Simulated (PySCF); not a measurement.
31P chemical shifts

[PySCF 2.14: geometry: GFN2-xTB; NMR shieldings at PBE0/pcSseg-1/GIAO; averaged over atoms made equivalent by symmetry, fast rotation or ring inversion; gas phase; non-relativistic; one conformer]

Shieldings were converted by a linear fit to measured shifts: 31P: δ = 270.09 − 0.828σ (rms 18.1 ppm, 64 shifts vs H3PO4, solution or neat liquid). A few per cent of atoms miss by over 2 rms, more outside the fitted compound classes.

Task: Give the 31P shifts of `C[SiH](C)n1cpc(F)n1`.

Result: 
| compound | environment | δ (ppm) |
| --- | --- | --- |
| C[SiH](C)n1cpc(F)n1 | phosphorus bonded to 2 C, in a 5-membered ring | 43.8 |

Task: Match the shifts 53.9, 32.6, 11.6, -6.8, -64.1, -168.1 ppm to `C1=CCPC1`, `FC(F)(F)P1(=S)CCSCC1`, `CCP1C=C1`, `CC(=O)[P@]1(=S)C=C(C)CC1`, `C#C[P@@](=S)(CC#N)CCC`, `CCCC#P`.

Result: 53.9: CC(=O)[P@]1(=S)C=C(C)CC1 (phosphorus bonded to 3 C, S, in a 5-membered ring); 32.6: FC(F)(F)P1(=S)CCSCC1 (phosphorus bonded to 3 C, S, in a 6-membered ring); 11.6: C#C[P@@](=S)(CC#N)CCC (phosphorus bonded to 3 C, S); -6.8: CCCC#P (phosphorus bonded to C); -64.1: C1=CCPC1 (phosphorus bonded to 2 C, H, in a 5-membered ring); -168.1: CCP1C=C1 (phosphorus bonded to 3 C, in a 3-membered ring).
